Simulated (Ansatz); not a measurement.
Molecule: pyrazin-2-ylsilane, C4H6N2Si, net charge 0, singlet state. SMILES: [SiH3]c1cnccn1
Geometry from a B3LYP-D3(BJ)/def2-TZVP (Ansatz, a first-principles code) optimisation:
```xyz
13

Si     2.2559     0.2202     0.3977
C      0.4121     0.0314     0.0533
C     -0.1071    -0.5150    -1.1227
N     -1.4155    -0.6391    -1.3453
C     -2.2201    -0.2108    -0.3783
C     -1.7222     0.3370     0.8015
N     -0.4190     0.4596     1.0211
H      2.6162    -0.5480     1.6092
H      3.0140    -0.2984    -0.7652
H      2.5788     1.6487     0.6051
H      0.5536    -0.8633    -1.9093
H     -3.2883    -0.3038    -0.5420
H     -2.3926     0.6821     1.5814
```

Atomisation energy built up term by term with Ansatz (kcal/mol; UHF references for open shells; valence terms freeze the core; atomic spin-orbit terms are left out). CBS marks a two-point X^-3 extrapolation of the correlation energy; Hartree-Fock from the larger set.

The Hartree-Fock reference is unstable (checked in the largest basis), which strains HF and MP2. 

```tsv
term	basis	kcal/mol
Hartree-Fock	cc-pV(Q+d)Z	916.26
CCSD correlation	CBS(cc-pV(T+d)Z,cc-pV(Q+d)Z)	362.78
(T)	CBS(cc-pV(T+d)Z,cc-pV(Q+d)Z)	32.11
core correlation	cc-pwCVTZ	5.53
scalar relativity (X2C)	cc-pVTZ-DK against cc-pVTZ	-1.70
sum: De		1315.0
```

(T) makes 2.4 % of the CCSD(T) atomisation energy; under 5 % is typical of single-reference molecules.
